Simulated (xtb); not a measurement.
Input for xtb:
```
$ xtb mol.xyz --gfn 2 --gbsa toluene --json

# file mol.xyz
6

C     -0.00023788     0.43449972     0.00081824
C      1.18088301    -0.14251782    -0.00743430
F     -1.13849945    -0.27602062     0.00639030
H     -0.19582915     1.49728660     0.00400312
H      1.28183807    -1.21329030    -0.01005988
H      2.07661539     0.44829788    -0.01175956
```

Problem. What partial charges in atom order does GFN2-xTB with GBSA(toluene) (xtb 6.7.1) give?

Solution. C1 0.13, C2 -0.11, F3 -0.24, H4 0.06, H5 0.08, H6 0.08

Problem. Predict the total energy from GFN2-xTB with GBSA(toluene).

Solution. -10.5047 Eh

Problem. Give the HOMO-LUMO gap at the level GFN2-xTB with GBSA(toluene).

Solution. 5.49 eV

Problem. Give the dipole moment at the level GFN2-xTB with GBSA(toluene).

Solution. 2.13 D
